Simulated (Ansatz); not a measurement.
Task: Predict a relaxed structure of Ca4O4, charge 0, singlet, at PBE-D4/def2-SVP (Ansatz).

Result: 
```csv
atom,x (Å),y (Å),z (Å)
Ca1,1.218,-1.058,2.220
Ca2,-1.500,1.655,1.610
Ca3,-1.186,1.089,-2.223
Ca4,1.464,-1.689,-1.607
O5,0.188,-0.399,-2.572
O6,-0.186,0.401,2.572
O7,-1.802,1.844,-0.413
O8,1.804,-1.842,0.413
```
Point group D4h (tolerance 0.1 Å). This is one stationary point.

The structure comes from a short search, and lower isomers may exist.
